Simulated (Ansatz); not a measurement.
Relaxation of C$_{2}$H$_{5}$IOSi (10 atoms, charge 0, multiplicity 1), to a largest force component of 0.015 eV/Å in at most 40 steps.

All numbers below come from Ansatz, RHF/def2-SVP.

```xyz
10
Properties=species:S:1:pos:R:3:forces:R:3
O -0.773 0.653 1.537 -0.14 0.99 -2.17
C 0.193 0.332 0.579 -1.33 0.69 1.70
I 2.119 0.693 1.234 1.89 0.39 0.76
C 0.022 -0.925 -0.147 -3.09 -0.84 -1.15
Si -0.119 0.637 -1.226 -0.70 -1.36 -0.25
H -0.638 0.300 2.385 0.62 -0.84 0.77
H -0.993 -1.408 -0.052 1.40 0.41 0.35
H 0.804 -1.565 -0.433 1.12 -0.89 0.30
H -1.506 0.727 -1.690 0.02 0.56 -0.15
H 0.973 0.504 -2.183 0.20 0.88 -0.16
```

Where does it end, and by what steps?

The forces met the threshold. After 8 steps the energy has fallen by 0.863 eV; H10 moved furthest, 0.29 Å.

```csv
step,energy less start (eV),largest force component (eV/Å),accepted
0,0.0000,3.086,yes
1,-0.6709,1.261,yes
2,-0.8002,0.670,yes
3,-0.8202,0.574,yes
4,-0.8563,0.211,yes
5,-0.8580,0.202,yes
6,-0.8631,0.027,yes
7,-0.8633,0.017,yes
8,-0.8633,0.005,yes
```

```xyz
10
Properties=species:S:1:pos:R:3
O -0.737 0.753 1.442
C 0.196 0.357 0.534
I 2.248 0.678 1.240
C -0.026 -1.005 -0.148
Si -0.162 0.473 -1.285
H -0.736 0.165 2.186
H -0.941 -1.499 0.170
H 0.817 -1.684 -0.214
H -1.497 0.928 -1.698
H 0.921 0.783 -2.224
```

Whether the end is a true minimum wasn't checked by a vibrational analysis.

The run took 20 s on 2 threads of AMD EPYC 7B13 (Zen 3), on a shared host, peak memory 0.29 GiB.
